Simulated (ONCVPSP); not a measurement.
## manganese (Mn): variants of one ONCV potential

Base potential:

| Item | Value |
| --- | --- |
| Element | Mn (Z = 25) |
| Generator | ONCVPSP 4.0.1 |
| Type | optimised norm-conserving Vanderbilt (ONCV) |
| Functional | PBE |
| Relativity | scalar-relativistic |
| Frozen core | [Ar] |
| Valence charge | 7 |
| Reference configuration | 3d5 4s2 |
| Partial waves | 4s: rc 2.55 bohr, ncon 3, nbas 6, qcut 2.8 1/bohr, 2 projectors, debl 3.8 Ha; p scattering state at 0.19 Ha: rc 2.35 bohr, ncon 4, nbas 8, qcut 4.2 1/bohr, 2 projectors, debl 3.1 Ha; 3d: rc 1.25 bohr, ncon 3, nbas 7, qcut 12.2 1/bohr, 2 projectors, debl 1.2 Ha |
| Local potential | polynomial inside 1.15 bohr (lpopt 5, dvloc0 6 Ha) |
| Core correction | Teter function, fcfact 4.75, rcfact 1.1 |

In the p channel the program set the typed energies aside and used 0.050, 3.150 Ha.

Cutoffs, loose and tight: the cutoffs (Ha) at which the residual kinetic energy of the hardest occupied pseudo-wave falls to 1 and 0.1 mHa per electron. They do not see the model core or the augmentation charge, which bear on the density cutoff. Test errors are all-electron minus pseudo excitation energies from the reference, over the configurations 3d5 4s1; 3d5 4s0; 3d4 4s0; 3d5 4s0 4p1. A dash means not determined; rows that change the core or the reference have their own tests.

```tsv
change	outcome	cutoff, loose	cutoff, tight	bound ghosts	GHOST(+) flags above zero	largest test error (meV)
base	generated, projector energies reset by the program	56 Ha	63 Ha	none	s, p	+57
s: debl 0.75	generated, projector energies reset by the program	56 Ha	63 Ha	none	s, p	+57
d: rc 1.32	generated, projector energies reset by the program	54 Ha	61 Ha	none	s, p	+58
local potential polynomial inside 1.20 bohr (lpopt 5, dvloc0 2 Ha)	generated, projector energies reset by the program	56 Ha	63 Ha	none	s, p	+57
core correction Teter function, parameters optimised by the program	generated, projector energies reset by the program	56 Ha	63 Ha	none	s, p	-154
```

(1) What comes out with this change to the base: core correction Teter function, fcfact 4.75, rcfact 1.42?

(2) What comes out with this change to the base: d: ncon 5, nbas 9?

Results:

(1) outcome: generated, projector energies reset by the program; cutoff, loose: 56 Ha; cutoff, tight: 63 Ha; bound ghosts: none; GHOST(+) flags above zero: s, p; largest test error (meV): -354.

(2) outcome: generated, projector energies reset by the program; cutoff, loose: 62 Ha; cutoff, tight: 70 Ha; bound ghosts: none; GHOST(+) flags above zero: s, p; largest test error (meV): +55.
